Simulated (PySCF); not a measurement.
The dipole of `Cc1c(F)cnn1[SiH2]C[SiH3]` from its density and from atomic charges.

Coordinates (GFN2-xTB, Å) and charges (e) from the PBE0/pcSseg-1 density (PySCF):

```csv
atom,x,y,z,Mulliken,IAO,Hirshfeld,ESP-fitted
C1,-2.181,-1.372,0.782,-0.1486,-0.4365,-0.1155,-0.5678
C2,-1.721,-0.091,0.192,+0.0778,+0.0312,+0.0191,+0.2007
C3,-2.296,1.159,0.227,+0.1162,+0.1919,+0.0326,+0.0390
F4,-3.450,1.491,0.834,-0.2769,-0.2659,-0.0907,-0.1504
C5,-1.444,2.010,-0.490,+0.1084,-0.1039,-0.0394,-0.0418
N6,-0.415,1.322,-0.930,-0.2327,-0.2552,-0.1336,-0.4061
N7,-0.575,0.052,-0.520,-0.6099,-0.2459,-0.0618,-0.0032
Si8,0.682,-1.085,-1.013,+0.8147,+0.8987,+0.3946,+0.5039
C9,2.312,-0.146,-0.861,-0.8502,-0.8267,-0.2445,-0.4625
Si10,2.711,0.509,0.885,+0.4875,+0.6084,+0.3119,+0.4250
H11,-1.476,-1.725,1.534,+0.1452,+0.1594,+0.0491,+0.1641
H12,-2.271,-2.137,0.012,+0.1415,+0.1565,+0.0498,+0.1625
H13,-3.150,-1.222,1.251,+0.1368,+0.1693,+0.0553,+0.1968
H14,-1.546,3.057,-0.688,+0.1006,+0.1732,+0.0634,+0.1785
H15,0.571,-2.222,-0.095,-0.0870,-0.1308,-0.0717,-0.0959
H16,0.352,-1.496,-2.381,-0.0667,-0.1229,-0.0744,-0.1017
H17,2.278,0.702,-1.543,+0.1929,+0.1830,+0.0459,+0.1331
H18,3.123,-0.788,-1.201,+0.1718,+0.1646,+0.0449,+0.1402
H19,3.957,1.279,0.830,-0.0800,-0.1142,-0.0768,-0.1055
H20,2.900,-0.634,1.788,-0.0851,-0.1259,-0.0824,-0.1214
H21,1.628,1.353,1.386,-0.0565,-0.1082,-0.0762,-0.0875
```

Compute μ = Σ q r for each scheme (1 e·Å = 4.803 D) and compare with the dipole of the full density.

The full density gives (1.00, -2.17, -0.14) D, 2.40 D in size; dipole vectors point from the negative to the positive end.

```json
{"scheme": "Mulliken", "μx": "0.99", "μy": "-4.60", "μz": "0.99", "size (D)": "4.81", "share of the full size (%)": "201", "angle to the full dipole (°)": "20"}
{"scheme": "IAO", "μx": "2.65", "μy": "-3.40", "μz": "-0.30", "size (D)": "4.32", "share of the full size (%)": "180", "angle to the full dipole (°)": "13"}
{"scheme": "Hirshfeld", "μx": "1.00", "μy": "-1.82", "μz": "-0.23", "size (D)": "2.09", "share of the full size (%)": "87", "angle to the full dipole (°)": "5"}
{"scheme": "ESP-fitted", "μx": "1.01", "μy": "-2.19", "μz": "-0.14", "size (D)": "2.42", "share of the full size (%)": "101", "angle to the full dipole (°)": "0"}
```

Which set comes closest?

Length of the difference vector: ESP-fitted 0.02 D, Hirshfeld 0.36 D, IAO 2.06 D, Mulliken 2.68 D. Closest: ESP-fitted. 

What is left for the Hirshfeld atoms' own dipoles?

The Hirshfeld atoms' densities add up to the full density, so μ = Σ q r + Σ (atomic dipoles). The atomic dipoles sum to (1.00, -2.17, -0.14) − (1.00, -1.82, -0.23) = (0.00, -0.35, 0.09) D, 0.36 D in size.

With the origin at the mean of the coordinates, (0.000, 0.001, 0.000) Å, which are the largest single terms, by size, of the ESP-fitted dipole along the direction of the full one?

Si8 +3.22, H14 -2.90, N6 +2.57, C9 -2.56, F4 +2.05 D; all 21 atoms together +2.42 D. The single terms depend on the origin, their sum doesn't.

Give the size of the full dipole in other units.

2.40 D = 0.943 au = 0.499 e·Å = 8.00 × 10⁻³⁰ C·m.

One conformer (not necessarily the lowest) at the GFN2-xTB geometry, without solvent, vibrations or thermal averaging.

The values belong to the conformer `[CH3:1][c:2]1[c:3]([F:4])[cH:5][n:6][n:7]1[SiH2:8][CH2:9][SiH3:10]`: N6–N7–Si8–C9 39°, N7–Si8–C9–Si10 59°.
